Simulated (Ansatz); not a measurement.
Reaction (redistribution): `C=C[SiH2]N[SiH3]` + `BC[SiH2]S` → `C=C[SiH2][SiH2]S` + `BCN[SiH3]`

Program: Ansatz. Geometries: PBE0-D4/def2-TZVP. ΔE: electronic, gas phase. CCSD(T)/CBS adds triple-zeta CCSD(T) − MP2 to the extrapolated MP2 energy (def2 sets, frozen cores). DFT in def2-TZVPP. Each species was taken in one conformer, which may not be the lowest.

| level | ΔE (eV) |
| --- | --- |
| r2SCAN | 1.61 |
| SCS-MP2/def2-TZVPP | 1.77 |

Question: What does CCSD(T)/CBS give? (An estimate is asked.)

Answer: Ansatz gave: +1.68 eV. The listed levels differ from it by -0.07, 0.09 eV.

Largest T1 diagnostic among the species: 0.012.

From PBE to PBE0 (25 % exact exchange), in def2-TZVPP and without D4, ΔE moves by +0.09 eV.
